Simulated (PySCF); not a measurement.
Structure from NMR data

Molecular formula: C$_{9}$H$_{12}$FN. Simulated spectra:

1H NMR (400 MHz, computed): δ 8.84 (d, 1H), 7.94 (m, 1H), 7.76 (d, 1H), 7.34 (m, 1H), 4.99 (m, 1H), 3.07 (m, 1H), 1.51 (d, 3H), 1.07 (m, 3H).

13C{1H} NMR (computed): δ 169.1 (C), 154.7 (CH), 142.3 (CH), 128.4 (CH), 126.9 (CH), 96.1 (CH), 54.2 (CH), 22.5 (CH3), 21.1 (CH3).

Computed data (PySCF 2.14): NMR shieldings at PBE0/pcSseg-1/GIAO, geometry: GFN2-xTB. No solvent, rapidly exchanging positions averaged, single conformer, no relativistic terms.

Shifts are taken against calculated references (same method and geometry level): 1H (σ = 31.72 ppm), 13C (σ = 186.93 ppm) vs TMS.

Question: Which candidate is it?
A. N#C[C@@H]1C[C@H]2CC[C@@H]1[C@@H](F)C2
B. N#C[C@@H]1CCC[C@]12C[C@H](F)C2
C. CCN(C)c1cccc(F)c1
D. N#C[C@H]1[C@@H]2CC[C@H]1C[C@@H](F)C2
E. C[C@@H](F)[C@@H](C)c1ccccn1

Answer: E. 

1. Rings plus π bonds: 4 (1 ring in the answer).
2. 9 carbon signals for 9 carbons: no two carbons are equivalent.
3. Carbon types of the structure: 1 × C, 6 × CH, 2 × CH3, which accounts for all hydrogens.
4. δC 169.1: substituted aromatic carbon next to a ring nitrogen.
5. δC 154.7: aromatic CH next to a ring nitrogen; the adjacent pyridine-type nitrogen withdraws density from it.
6. δC 142.3, 128.4, 126.9: aromatic CH.
7. δC 96.1: sp3 CH bonded to F; deshielded by the electronegative neighbour.
8. δH 8.84: hydrogen on an aromatic CH next to a ring nitrogen; ring current plus the neighbouring ring nitrogen.

The others: N#C[C@@H]1C[C@H]2CC[C@@H]1[C@@H](F)C2 would give 12 signals for carbon-bound and other non-exchanging H, not 8; N#C[C@H]1[C@@H]2CC[C@H]1C[C@@H](F)C2 would give 6 carbon signals, not 9; N#C[C@@H]1CCC[C@]12C[C@H](F)C2 would give 12 signals for carbon-bound and other non-exchanging H, not 8; CCN(C)c1cccc(F)c1 would give 7 signals for carbon-bound and other non-exchanging H, not 8.

Splittings by 19F in the carbon and heteronuclear signals aren't shown, as no couplings were computed. Shifts are as computed. Against solution values, carbons near 30 ppm lie about +3 ppm off and those near 130 ppm about +5 ppm. Of 1211 compounds with measured shifts, 218 miss one by over three times the rms of a fit or turn the order of signals round; such compounds aren't used in these exercises. No couplings were computed; multiplicities are counted from neighbouring protons, with m where these are inequivalent, close in shift, in a saturated or five-membered ring or joined by F or P, and br s for small geminal =CH2 splittings.
